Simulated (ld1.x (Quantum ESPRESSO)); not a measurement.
# Which change was made? (Eu, TM)

Eu (Z = 63), norm-conserving Troullier–Martins (Kleinman–Bylander form), made with ld1.x (Quantum ESPRESSO) 7.5 (PBE, fully relativistic). Core [Kr] 4d10 5s2, reference 4f7 5p6 5d0 6s2 6p0. Waves: 6s (bound): rc 3.60 bohr; 5p (bound): rc 1.40 bohr; 4f (bound): rc 1.40 bohr; 5d (bound, empty): rc 2.95 bohr. Local part: the d channel. Core correction: none.

Open shells are filled in proportion to 2j + 1 (rel_dist='average').

Cutoffs, loose and tight: the cutoffs (Ry, on a coarse ladder) from which the occupation-weighted sum of valence levels, in a spherical-Bessel basis at the reference potential, stays within 10 and 1 mRy of its value at 400 Ry. They do not see the model core or the augmentation charge, which bear on the density cutoff. Test errors are all-electron minus pseudo excitation energies from the reference, over the configurations 4f7 5p6 5d0 6s1 6p0; 4f7 5p6 5d0 6s0 6p0; 4f6 5p6 5d0 6s0 6p0; 4f7 5p6 5d0 6s1.5 6p0; 4f8 5p6 5d0 6s0 6p0; 4f7 5p6 5d0 6s1 6p1; 4f7 5p6 5d0.5 6s1.5 6p0; variants that change the core or the reference have their own tests.

The base gives: outcome: generated; cutoff, loose: 200 Ry; cutoff, tight: 300 Ry; bound ghosts: s; largest test error (meV): +316.

After one change the result is: outcome: generated; cutoff, loose: 140 Ry; cutoff, tight: 200 Ry; bound ghosts: s; largest test error (meV): +93. Which change was it?
A. all radii scaled by about 1.16 (s 4.16, p 1.62, d 3.42, f 1.62 bohr)
B. all radii scaled by about 0.88 (s 3.16, p 1.24, d 2.60, f 1.24 bohr)
C. all radii scaled by about 1.05 (s 3.78, p 1.48, d 3.10, f 1.48 bohr)
D. all radii scaled by about 1.30 (s 4.68, p 1.82, d 3.84, f 1.82 bohr)

D. The others give: all radii scaled by about 0.88 (s 3.16, p 1.24, d 2.60, f 1.24 bohr) → outcome: generated; cutoff, loose: 230 Ry; cutoff, tight: over 300 Ry; bound ghosts: p3/2, s; largest test error (meV): 7 of 7 tests not solved or not reliable | all radii scaled by about 1.05 (s 3.78, p 1.48, d 3.10, f 1.48 bohr) → outcome: generated; cutoff, loose: 180 Ry; cutoff, tight: 300 Ry; bound ghosts: s; largest test error (meV): -204 | all radii scaled by about 1.16 (s 4.16, p 1.62, d 3.42, f 1.62 bohr) → outcome: generated; cutoff, loose: 160 Ry; cutoff, tight: 230 Ry; bound ghosts: s; largest test error (meV): -160.
